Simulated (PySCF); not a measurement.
Task: What does the PBE0-D3(BJ)/def2-SVP structure of `PB(I)C=C` look like in three dimensions?

Result: 
```xyz
10
C2H5BIP angstrom
C     -1.3321    0.7759   -0.9928
C     -0.3791   -0.0576   -0.5429
B      0.3771    0.0929    0.7961
P      1.8265   -1.0443    1.2428
I     -0.3166    1.4421    2.3163
H     -1.7978    0.6550   -1.9764
H     -1.6763    1.6213   -0.3870
H     -0.0741   -0.8785   -1.2061
H      2.6981   -0.1364    1.8996
H      2.4911   -1.0957   -0.0159
```

Orientation and origin are arbitrary. Atoms count from 1 in this order. Of the pairs four or more bonds apart, I5···H7 is among the closest relative to their van der Waals radii: 3.03 Å, 95 % of the sum of Bondi's values. P4 (three-coordinate phosphorus) is pyramidal (angles 101.2°, 99.8° and 98.4°, sum 299.4°, 0.73 Å off the plane of its three neighbours). B3 (three-coordinate boron) is planar (angles 121.3°, 121.1° and 117.2°, sum 359.6°, 0.06 Å off the plane of its three neighbours).

Bonds between heavy atoms (Å): C1=C2 1.344, C2–B3 1.545, B3–P4 1.896, B3–I5 2.148.

Method used: PBE0-D3(BJ)/def2-SVP geometry optimisation, gas phase, def2 core potentials past Kr (PySCF).

No PBE0-D3(BJ)/def2-SVP frequencies stand behind this structure, so it isn't proved a minimum. One conformer, not necessarily the lowest (C1–C2–B3–P4 -174°, C2–B3–P4–H 142° and 42°).
